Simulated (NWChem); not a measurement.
System: SiH$_{4}$TeS; SMILES S[Te][SiH3]

NWChem input:

```
start job
memory heap 200 mb stack 900 mb global 1100 mb
geometry units angstroms noautoz
  Te     0.735633    -0.060352     0.000935
  S     -1.029855    -1.731324    -0.110609
  H     -1.180292    -1.881821     1.225428
  Si    -0.910891     1.834466     0.014891
  H     -0.112702     3.098339     0.055459
  H     -1.782364     1.748193     1.223132
  H     -1.749207     1.797376    -1.217542
end
basis spherical
  * library def2-svp
end
ecp
  Te library def2-ecp
end
dft
  xc r2scan0
  iterations 150
  mulliken
end
task dft energy
```

Coordinates come from a PBE0/def2-SVP optimisation. def2 effective core potentials on Te; no spin-orbit coupling.

Problem. Predict the main results of this run. (r2SCAN0/def2-SVP with def2 effective core potentials on Te.) Quantities: energy (Ha); highest occupied level (eV); orbital gap (eV); dipole (D).

Solution. 
```json
{
  "energy (Ha)": "-957.92",
  "highest occupied level (eV)": "-6.77",
  "orbital gap (eV)": "4.86",
  "dipole (D)": "1.39"
}
```
